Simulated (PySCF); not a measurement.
BrCl, SMILES ClBr (connectivity only; charge and spin as stated), charge -1, multiplicity 2.

The structure is a stationary point at PBE0-D3(BJ)/def2-TZVPD. The multiplicity is an assumed one; other spin states were not compared.

These are ωB97X/def2-TZVPD (PySCF) values and carry that method's errors.

The total energy is -3034.46926 hartree and the point group is C∞v. The α spin, highest occupied and lowest empty level is -4.24 and 5.15 eV and the β spin, highest occupied and lowest empty level comes out as -4.73 and 2.98 eV. The dipole moment about the centre of nuclear charge is 2.59 D. The mean static polarisability is 74.0 bohr³ (10.96 Å³) and the polarisability, principal values is 49.0, 49.0, 123.8 bohr³. The ⟨S²⟩ is 0.756 (pure state 0.75).
